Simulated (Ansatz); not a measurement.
Total energies of CH4BFO (`BOCF`).

```xyz
8

B     1.2098    0.5806    0.1591
O    -0.1146    0.5986    0.4193
C    -0.9500   -0.4179   -0.0251
F    -1.6270    0.0182   -1.1249
H     1.6883   -0.3532   -0.4247
H     1.8477    1.5120    0.5461
H    -0.3749   -1.3055   -0.3087
H    -1.6793   -0.6329    0.7588
```

The species carries charge 0 and has multiplicity 1. The structure was optimised at the PBE0-D4/def2-TZVP level. It is one conformer, not always the lowest. Basis def2-TZVPP, Ansatz.

RPA on PBE orbitals: Hartree–Fock energy of these orbitals -239.26449 Eh, correlation -1.20600 Eh (frozen core).

```csv
functional,energy without D4 (Eh),D4 term (kJ/mol)
B97M-V,-240.49753,–
HSE06 (plane-wave form),-240.27466,-7.0
```

(1) Give the same for LDA (SPW92), PBE, revPBE, BLYP, r2SCAN, PBE0, B3LYP, r2SCANh, r2SCAN0, BHLYP, CAM-B3LYP, LC-ωPBE, ωB97X-V, ωB97M-V, B2PLYP, PBE-QIDH. (Estimate.)

B3LYP takes the VWN-RPA correlation (the form of Gaussian; ORCA's B3LYP/G). HSE06 is the plane-wave form, built on full-range PBE exchange. The double hybrids freeze the cores in their second-order part.

Answers

(1) Ansatz gave: 
```json
{"functional": "LDA (SPW92)", "energy without D4 (Eh)": "-238.70848", "D4 term (kJ/mol)": "–"}
{"functional": "PBE", "energy without D4 (Eh)": "-240.27368", "D4 term (kJ/mol)": "-9.3"}
{"functional": "revPBE", "energy without D4 (Eh)": "-240.46730", "D4 term (kJ/mol)": "-34.9"}
{"functional": "BLYP", "energy without D4 (Eh)": "-240.49654", "D4 term (kJ/mol)": "-21.4"}
{"functional": "r2SCAN", "energy without D4 (Eh)": "-240.42607", "D4 term (kJ/mol)": "-2.3"}
{"functional": "PBE0", "energy without D4 (Eh)": "-240.28626", "D4 term (kJ/mol)": "-7.7"}
{"functional": "B3LYP", "energy without D4 (Eh)": "-240.56059", "D4 term (kJ/mol)": "-14.9"}
{"functional": "r2SCANh", "energy without D4 (Eh)": "-240.41416", "D4 term (kJ/mol)": "-2.4"}
{"functional": "r2SCAN0", "energy without D4 (Eh)": "-240.39724", "D4 term (kJ/mol)": "-2.6"}
{"functional": "BHLYP", "energy without D4 (Eh)": "-240.44202", "D4 term (kJ/mol)": "-10.0"}
{"functional": "CAM-B3LYP", "energy without D4 (Eh)": "-240.46767", "D4 term (kJ/mol)": "-7.6"}
{"functional": "LC-ωPBE", "energy without D4 (Eh)": "-240.40557", "D4 term (kJ/mol)": "–"}
{"functional": "ωB97X-V", "energy without D4 (Eh)": "-240.47333", "D4 term (kJ/mol)": "–"}
{"functional": "ωB97M-V", "energy without D4 (Eh)": "-240.46610", "D4 term (kJ/mol)": "–"}
{"functional": "B2PLYP", "energy without D4 (Eh)": "-240.38608", "D4 term (kJ/mol)": "–"}
{"functional": "PBE-QIDH", "energy without D4 (Eh)": "-240.25556", "D4 term (kJ/mol)": "–"}
```

LC-ωPBE has ω = 0.4 bohr⁻¹.
